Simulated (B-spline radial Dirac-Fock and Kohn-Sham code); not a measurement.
# Compton profile of Eu⁶¹⁺

System: the Eu⁶¹⁺ ion in the configuration 1s2.

Method: the impulse approximation on configuration-average Dirac-Fock orbitals. Computed with a radial atomic solver. pz is in atomic units of momentum; subshell profiles are per electron, for a selection of subshells; open shells are spread over both j values by their weights.

```csv
pz,J total,J 1s1/2
13,0.02206,0.0110
19,0.01953,0.00977
28,0.01522,0.00761
41,0.009615,0.00481
59,0.004655,0.00233
86,0.001575,0.000787
130,0.0003492,0.000175
```

Question: What is the peak value J(0), and which subshell contributes most to it?

Answer: J(0) = 0.02469. The 1s1/2 subshell gives the largest part, 100 %.

Mean momentum ⟨p⟩ by subshell (a.u.): 1s1/2 61.7.
